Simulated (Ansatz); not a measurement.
```yaml
crystal:
  periodic: [false, false, false]
  atoms:
    - {symbol: N, position_ang: [-1.284210, 0.883685, -0.971282]}
    - {symbol: Nb, position_ang: [0.013876, -0.199421, -0.403334]}
    - {symbol: N, position_ang: [-0.827290, -1.053508, 1.100692]}
    - {symbol: N, position_ang: [1.531235, 0.860392, 0.080030]}
    - {symbol: Cl, position_ang: [0.567174, -1.728257, -2.092867]}
    - {symbol: H, position_ang: [-1.892494, 1.503003, -1.458283]}
    - {symbol: H, position_ang: [-1.725029, -1.045804, 1.516941]}
    - {symbol: H, position_ang: [-0.305082, -1.814147, 1.687395]}
    - {symbol: H, position_ang: [1.604554, 1.934059, -0.029123]}
    - {symbol: H, position_ang: [2.319303, 0.573559, 0.483873]}
basis:
  gaussian: {orbitals: def2-SVP}
hamiltonian: {xc: {name: M06-2X}, dispersion: d3bj}
accuracy: high
scf: {lower_state_search: light}
output: {forces: true}
```

```sh
$ ansatz run in.yaml --threads 4 --pin off --events-out ev --progress --plain --max-ram 10444MiB
```

Shortened log:

```
Error: YAML parse error: error: line 16 column 19: hamiltonian.xc: no functional is named "M06-2X"; the names, which are not case-sensitive, are SVWN5, SPW92, PBE, PBE0, PBEsol, revPBE, revPBE0, RPBE, rPW86-PBE, HSE06, wPBEh, LC-wPBE, HISS, HF, BLYP, B3LYP, B3LYP5, BHLYP, CAM-B3LYP, r2SCAN, r2SCANh, r2SCAN0, r2SCAN50, m-r2SCAN, B97, wB97, wB97X, wB97X-V, B97M-V, wB97M-V, B2PLYP, B2GP-PLYP, PBE0-DH, PBE-QIDH
14 | basis:
15 |   gaussian: {orbitals: def2-SVP}
16 | hamiltonian: {xc: {name: M06-2X}, dispersion: d3bj}
17 | accuracy: high
18 | scf: {lower_state_search: light}
```

Question: What is wrong with this run?

Answer: The method's name isn't one that the program takes here. The program refused the input.

HSE06 is defined as in plane-wave codes.
